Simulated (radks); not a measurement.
Spherical quantum dot in the effective-mass picture: electrons in a parabolic well V = omega^2 r^2 / 2 with omega = 0.532, with a point charge +2 (a donor) at the centre, all in effective atomic units (hartree* = m*/eps^2 hartree, bohr* = eps/m* bohr), one dielectric constant everywhere. Method: non-relativistic Kohn-Sham, PBEsol, spin-polarised, spherical densities; computed with a radial shooting solver with Libxc functionals. Levels are named by radial order and angular momentum (1s, 1p, 1d, 2s, ...), and open shells are averaged over m. Each electron was tried in the lowest free levels, single moves between levels near the top were tried too, and the lowest total energy was kept; such a search can miss a lower state. At N = 1 the Hartree and exchange-correlation terms need not cancel, so that row can carry a self-interaction error.

| N | open shells | 2S | E (hartree*) | addition energy mu(N+1) - mu(N) (hartree*) | rms radius (bohr*) |
|---|---|---|---|---|---|
| 1 | 1s(up 1, down 0) | 1 | -1.86735 | 1.173 | 0.8206 |
| 2 | none | 0 | -2.56214 | 1.918 | 0.9570 |
| 3 | 1p(up 1, down 0) | 1 | -1.33921 | 0.3674 | 1.432 |
| 4 | 1p(up 2, down 0) | 2 | 0.251112 | 0.3755 | 1.671 |
| 5 | 1p(up 3, down 0) | 3 | 2.21696 | 0.4581 | 1.839 |
| 6 | 1p(up 3, down 0) 2s(up 1, down 0) | 4 | 4.64095 | 0.3609 | 2.017 |
| 7 | 1p(up 3, down 2) | 1 | 7.42579 | 0.2978 | 2.103 |
| 8 | none | 0 | 10.5084 | 0.3576 | 2.208 |
| 9 | 2s(up 1, down 0) | 1 | 13.9487 | 0.3223 | 2.322 |
| 10 | none | 0 | 17.7111 | 0.5979 | 2.424 |
| 11 | 1d(up 1, down 0) | 1 | 22.0715 | 0.2641 | 2.528 |
| 12 | 1d(up 2, down 0) | 2 | 26.6960 | 0.2615 | 2.619 |
| 13 | 1d(up 3, down 0) | 3 | 31.5820 | 0.2583 | 2.703 |
| 14 | 1d(up 4, down 0) | 4 | 36.7263 | 0.2549 | 2.779 |
| 15 | 1d(up 5, down 0) | 5 | 42.1255 | 0.3157 | 2.850 |
| 16 | 1d(up 5, down 1) | 4 | 47.8404 | 0.2394 | 2.919 |
| 17 | 1d(up 5, down 2) | 3 | 53.7947 | 0.2380 | 2.983 |
| 18 | 1d(up 5, down 3) | 2 | 59.9869 | 0.2360 | 3.044 |
| 19 | 1d(up 5, down 4) | 1 | 66.4152 | 0.2337 | 3.102 |
| 20 | none | 0 | 73.0772 | 0.5120 | 3.157 |
| 21 | 1f(up 1, down 0) | 1 | 80.2512 | 0.2167 | 3.219 |
| 22 | 1f(up 2, down 0) | 2 | 87.6419 | 0.2152 | 3.277 |
| 23 | 1f(up 3, down 0) | 3 | 95.2479 | - | 3.333 |

All shells are closed at N = 2, 8, 10, 20 (there: 1s2 1p6 1d10 2s2); the second difference of the energy has clear peaks (12 % above both neighbours; the first and last values, which can be the largest, are not judged, and half-filled shells can peak too) at N = 2, 5, 10, 15, 20.
